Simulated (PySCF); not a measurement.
Computed IR spectrum (relative IR intensity) of a molecule C₆H₄N₂. Coordinates come from a PBE0-D3(BJ)/def2-SVP optimisation. Other conformers were not sampled. These are PBE0-D3(BJ)/def2-SVP run with PySCF values and carry that method's errors. Harmonic, unscaled wavenumbers; measured fundamentals usually lie a few per cent lower.

ν (cm⁻¹): 149 (w), 165 (m), 366 (vw), 415 (w), 594 (w), 638 (m), 727 (vs), 835 (s), 992 (w), 1039 (m), 1140 (m), 1232 (m), 1365 (vw), 1468 (s), 1522 (s), 1645 (s), 1682 (s), 2396 (s), 3188 (m), 3195 (w), 3227 (vw), 3241 (w) (against the strongest line: vs over 80 %, s over 45 %, m over 15 %, w over 4 %, vw less)

### Question
Which molecule gave these data?
(A) N#Cc1ccncc1
(B) C#Cc1ncccn1
(C) N#Cc1cccnc1
(D) C#Cc1cncnc1

### Answer
C, N#Cc1cccnc1
